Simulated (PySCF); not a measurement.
PySCF 2.14 output of an unrestricted revPBE calculation on a single atom or ion in aug-cc-pVTZ-PP with ECP28MDF, with scalar relativity through the core potential:

```
SCF conv_tol = 1e-09
number electrons alpha = 12  beta = 9
    Y. Zhang and W. Yang.,  Phys. Rev. Lett. 80, 890 (1998)
    J. P. Perdew, K. Burke, and M. Ernzerhof.,  Phys. Rev. Lett. 77, 3865 (1996)
    J. P. Perdew, K. Burke, and M. Ernzerhof.,  Phys. Rev. Lett. 78, 1396 (1997)
cycle= 1 E= -189.868731291665  delta_E= -0.00755  |g|= 0.0551  |ddm|= 0.828
cycle= 2 E= -189.869194968111  delta_E= -0.000464  |g|= 0.0456  |ddm|= 0.264
cycle= 3 E= -189.869964281723  delta_E= -0.000769  |g|= 0.00157  |ddm|= 0.105
cycle= 4 E= -189.869995747814  delta_E= -3.15e-05  |g|= 0.00062  |ddm|= 0.0764
cycle= 5 E= -189.870002128274  delta_E= -6.38e-06  |g|= 0.000102  |ddm|= 0.038
cycle= 6 E= -189.870002218982  delta_E= -9.07e-08  |g|= 8.89e-06  |ddm|= 0.00337
cycle= 7 E= -189.870002219659  delta_E= -6.78e-10  |g|= 1.61e-06  |ddm|= 0.000524
converged SCF energy = -189.870002219659  <S^2> = 3.7513107  2S+1 = 4.0006553
```

The run itself started from symmetry-adapted Hartree-Fock orbitals and held the occupation by maximum overlap, on a logarithmic radial grid, so the iterations belong to that start.

Question: Which element, charge and spin multiplicity is this?

Answer: In (indium, neutral), multiplicity 4; the state was [Kr] 4d10 5s1 5p1 6s1, high-spin 4P determinant (an excited configuration).

Energies and moments cover only the electrons outside the core potential. The outer electron is Rydberg-like, and this basis confines it to a smaller radius and binds it less than a complete one would.
